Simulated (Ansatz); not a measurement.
**As2 (SMILES [As]#[As]): entropy by statistical mechanics**

A linear singlet with charge 0, relaxed at PBE0-D4/def2-TZVP (Ansatz 0.2.0):

```xyz
2

As    0.0000    0.0000    0.0025
As    0.0000    0.0000    2.0915
```

Harmonic wavenumbers in cm⁻¹: 467.

Masses in u: As 74.922. Take T = 298.15 K, p = 1 bar, R = 8.3145 J/(mol K), kT/hc = 207.22 cm⁻¹, rigid rotor and harmonic oscillator.

Q: Work out S° at 298 K.

A: 
1. Translation (Sackur–Tetrode): S = R[3/2 ln M + 5/2 ln T − 1.1517] with M = 149.844 gives 171.3 J/(mol K).
2. Rotation: the moment of inertia is 163.477 u Å², so B = 16.8576/I = 0.1031 cm⁻¹; σ = 2; q = kT/(σhcB) = 1004.9; S = R(ln q + 1) = 65.8.
3. Vibration: with u = ν̃/207.22, each mode gives R[u/(eᵘ − 1) − ln(1 − e⁻ᵘ)]; the sum is 3.1, most from 467 cm⁻¹ (3.1).
4. Electronic: R ln 1 = 0.0, from the spin multiplicity alone.
5. Sum: 171.3 + 65.8 + 3.1 + 0.0 = 240.2 J/(mol K).

No measured value is set beside it here.
